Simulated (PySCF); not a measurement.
Ionisation energy of Re by level of theory

Re [Xe] 4f14 5d5 6s2 (6S) → Re+ [Xe] 4f14 5d5 6s1 (7S), as a difference of total energies. Computed with PySCF 2.14 in aug-cc-pVDZ-PP with ECP60MDF (5s5p4d2f, 54 functions), with scalar relativity through the core potential. Correlated levels: valence: 5s2 5p6 frozen. The calculations carry no spin-orbit coupling.

Q: Order these methods by the ionisation energy they give, lowest first.
A. UHF
B. SCS-MP2 (valence)
C. CCSD (valence)
D. MP2 (valence)

A: A (5.944 eV), D (7.266 eV), C (7.373 eV), B (7.522 eV).

Errors of the correlated levels include the incompleteness of this basis and the frozen core.

For comparison: 7.834 eV (measured; NIST Atomic Spectra Database, ionization energies).
